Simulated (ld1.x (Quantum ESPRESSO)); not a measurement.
**indium: variants of one TM potential**

Base potential:

* Element: In
* Generator: ld1.x (Quantum ESPRESSO) 7.5
* Type: norm-conserving Troullier–Martins (Kleinman–Bylander form)
* Functional: BLYP
* Relativity: scalar-relativistic
* Frozen core: [Kr]
* Valence charge: 13
* Reference configuration: 4d10 5s2 5p1
* Partial waves: 5s (bound): rc 2.25 bohr; 5p (bound): rc 2.70 bohr; 4d (bound): rc 1.45 bohr
* Local potential: all-electron potential smoothed inside 1.80 bohr (lloc = -1)
* Core correction: Bessel-smoothed model core, default radius (core density twice the valence density)

Cutoffs, loose and tight: the cutoffs (Ry, on a coarse ladder) from which the occupation-weighted sum of valence levels, in a spherical-Bessel basis at the reference potential, stays within 10 and 1 mRy of its value at 400 Ry. They do not see the model core or the augmentation charge, which bear on the density cutoff. Test errors are all-electron minus pseudo excitation energies from the reference, over the configurations 4d10 5s2 5p0; 4d10 5s1 5p0; 4d10 5s0 5p0; 4d9 5s2 5p2; 4d10 5s1 5p2; 4d10 5s2 5p0.5; 4d10 5s2 5p1.3. A dash means not determined; rows that change the core or the reference have their own tests. The largest error is taken over the tests solved by every variant that gives reliable tests at all: 4d10 5s0 5p0; 4d10 5s1 5p0; 4d10 5s1 5p2; 4d10 5s2 5p0; 4d10 5s2 5p0.5; 4d10 5s2 5p1.3.

A true bound ghost makes a file unfit for plane-wave use even where its test errors are small: the radial tests pick states by their node count and pass the ghost by. Where a test does run into it, the solver fails or the error is huge.

| change | outcome | cutoff, loose | cutoff, tight | bound ghosts | largest test error (meV) |
| --- | --- | --- | --- | --- | --- |
| base | generated | 80 Ry | 140 Ry | s | -55 |
| all radii but the core radius scaled by about 0.78 (s 1.76, p 2.10, d 1.12 bohr); local potential all-electron potential smoothed inside 1.40 bohr (lloc = -1) | generated | 90 Ry | 120 Ry | s, p | -47 |
| all radii but the core radius scaled by about 1.13 (s 2.56, p 3.06, d 1.64 bohr); local potential all-electron potential smoothed inside 2.04 bohr (lloc = -1) | generated | 80 Ry | 120 Ry | none | -72 |
| all radii but the core radius scaled by about 1.35 (s 3.04, p 3.64, d 1.96 bohr); local potential all-electron potential smoothed inside 2.44 bohr (lloc = -1) | generated | 60 Ry | 100 Ry | none | -186 |

Question: What comes out with this change to the base: all radii but the core radius scaled by about 1.27 (s 2.86, p 3.44, d 1.84 bohr); local potential all-electron potential smoothed inside 2.28 bohr (lloc = -1)?

Answer: outcome: generated; cutoff, loose: 70 Ry; cutoff, tight: 110 Ry; bound ghosts: none; largest test error (meV): -138.

Question: What comes out with this change to the base: all radii but the core radius scaled by about 0.90 (s 2.02, p 2.44, d 1.30 bohr); local potential all-electron potential smoothed inside 1.62 bohr (lloc = -1)?

Answer: outcome: generated; cutoff, loose: 90 Ry; cutoff, tight: 140 Ry; bound ghosts: s; largest test error (meV): -54.

Reading the sweep of the scale of all radii but the core radius (base = 1) (base included, trends over the rows without a ghost): Bound ghosts are found at 0.78, 0.9, 1.
